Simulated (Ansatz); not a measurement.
CH$_{3}$F$_{3}$NTa (`C[N]=[Ta]([F])([F])[F]`), relaxed with RKS PBE0-D4/def2-TZVP in Ansatz 0.2.0 from a PBE-D4/def2-SVP geometry. The force threshold is 0.005 eV/Å; the program also tests the step.

The species carries charge 0 and has multiplicity 1. Ta takes the def2 core potential.

Start:

```xyz
9

C    -1.566   -0.327    0.258
N    -0.191   -0.042    0.032
Ta    1.521    0.317   -0.251
F     1.631    1.052   -1.999
F     2.445   -1.336   -0.099
F     2.035    1.560    1.091
H    -1.728   -1.409    0.461
H    -2.188   -0.055   -0.625
H    -1.960    0.240    1.131
```

By how much does the energy fall, and how many steps does the optimiser take? (An estimate is asked.)

The calculation gave: 5.28 kJ/mol, in 4 steps.

Which bonds change most? (An estimate is asked.)

Computed: N2–Ta3 from 1.772 to 1.752 Å; Ta3–F5 from 1.899 to 1.881 Å; Ta3–F4 from 1.899 to 1.881 Å; Ta3–F6 from 1.899 to 1.881 Å.

Give the relaxed structure. (Best estimate.)

Computed: 
```xyz
9

C    -1.573   -0.328    0.259
N    -0.202   -0.043    0.033
Ta    1.491    0.311   -0.246
F     1.647    1.042   -1.971
F     2.445   -1.304   -0.104
F     2.042    1.542    1.065
H    -1.722   -1.395    0.458
H    -2.177   -0.058   -0.613
H    -1.952    0.233    1.120
```
